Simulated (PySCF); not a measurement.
Compound: C6H12F (doublet state).
Structure used (GFN2-xTB), in Å, numbered top down from 1:
```
atom  x, y, z in Å
C1    -1.208    1.176   -0.631
C2    -0.853    0.177    0.388
C3    -1.675   -1.105    0.233
C4     0.682   -0.140    0.376
C5     1.133   -0.851   -0.891
C6     1.501    1.121    0.630
F7     0.919   -1.002    1.449
H8    -1.554    0.865   -1.597
H9    -1.120    2.226   -0.432
H10   -1.036    0.590    1.389
H11   -1.314   -1.871    0.914
H12   -1.624   -1.480   -0.786
H13   -2.717   -0.897    0.466
H14    0.859   -0.260   -1.760
H15    2.213   -0.982   -0.873
H16    0.673   -1.833   -0.961
H17    2.548    0.855    0.763
H18    1.408    1.796   -0.215
H19    1.155    1.624    1.530
```

The hyperfine couplings belong to this conformer and change with its torsions.

The species is `[CH2][C@@H](C)C(C)(C)F` [radical].

The calculation used UKS B3LYP, pcH-1 on C F H, non-relativistic, mean-field spin-orbit, GIAO (PySCF). Geometry: GFN2-xTB, one conformer, isolated molecule. Couplings are sensitive to structure, and on GFN2-xTB geometries they can be far from those on DFT ones. Stability of the SCF solution: not tested.

The largest Mulliken spin populations are on C1 (+1.08) and C2 (-0.09). No atom but C1 exceeds +0.15. The angles at C1 add up to 360.0°, so it is planar; its axial dipolar tensor and the negative couplings of its protons fit spin in a p orbital normal to that plane.

Question: McConnell's relation a(H) = Q·ρ ties the coupling of a proton on a planar π carbon to the spin population of that carbon. What Q do the computed values give?

Answer: 
| H | C | ρ(C) | a(H) (G) | a/ρ (G) |
| --- | --- | --- | --- | --- |
| H8 | C1 | +1.075 | -22.66 | -21.1 |
| H9 | C1 | +1.075 | -22.52 | -20.9 |

These protons share one ρ (within 0.01), so their mean ratio, Q = -21.0 G, is no test of linearity. In every row coupling and population have opposite signs.

Couplings in gauss use g_iso = 2.0027.
